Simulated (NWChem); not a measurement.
System: CuH$_{3}$O; SMILES [OH2]->[CuH]

```xyz
5

Cu     0.0144    -0.5357     0.0000
H     -0.0116    -2.0203     0.0000
O      0.0130     1.4541     0.0000
H     -0.4307     1.8325    -0.7700
H     -0.4307     1.8325     0.7700
```
Atoms are numbered in this order, from 1.

Results from NWChem. Geometry: optimised at PBE0/def2-SVP. GIAO values for the isolated, static molecule; σ is the absolute isotropic shielding, δ = σ(reference) − σ with the isolated reference molecule computed at the same levels (1H: tetramethylsilane, 17O: water).

```csv
level,σ Cu1 (ppm),δ H2 (ppm),δ O3 (ppm),δ H4 (ppm)
PBE/pcSseg-1,951.4,-2.85,2.0,1.57
KT2/pcSseg-1,?,?,?,1.58
PBE0/pcSseg-1,1232.7,-1.27,-6.4,1.83
```

### Question
Fill in the missing entries.

### Answer

- KT2/pcSseg-1, σ Cu1 (ppm): 992.0
- KT2/pcSseg-1, δ H2 (ppm): -2.60
- KT2/pcSseg-1, δ O3 (ppm): -1.2
